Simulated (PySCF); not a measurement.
# Shifts of the heteroatoms

Numbering as in the mapped SMILES `[CH3:1][O:2][Si:3]([CH3:4])([O:5][CH3:6])[O:7][CH3:8]`; H(Xn) means a hydrogen on atom n.

Method: GFN2-xTB geometry, GIAO PBE0/pcSseg-1 shieldings, in PySCF 2.14.0 with density-fitted response routines (single conformer, no solvent, no relativistic terms, averaged over atoms made equivalent by symmetry, fast rotation or ring inversion).

Problem. What are the $^{29}$Si shifts?

Solution. 
```tsv
atoms	environment	σ (ppm)	δ (ppm)
Si3	silicon bonded to C, 3 O	399.4	-48.3
```

Shieldings were converted by a linear fit to measured shifts: $^{29}$Si: δ = 279.94 − 0.822σ (rms 8.9 ppm, 72 shifts, 25.8 ppm with the 6 outliers that the fit left out vs TMS, solution or neat liquid). Occasional misses reach two or three times the rms, and more in compound classes unlike the fitted ones.

On a 500 MHz spectrometer $^{29}$Si resonates near 99.3 MHz, so 1 ppm is 99.3 Hz.

Problem. What are the $^{17}$O shifts?

Solution. 
```json
{"atoms": "O2/O5/O7", "environment": "oxygen bonded to C, Si", "σ (ppm)": "305.9", "δ (ppm)": "-11.9"}
```

Shieldings were converted by a linear fit to measured shifts: $^{17}$O (scatter 10.7 ppm rms, 12.2 ppm with the 3 outliers that the fit left out vs liquid water, solution or neat liquid). Occasional misses reach two or three times the rms, and more in compound classes unlike the fitted ones.

On a 400 MHz spectrometer $^{17}$O resonates near 54.2 MHz, so 1 ppm is 54.2 Hz.
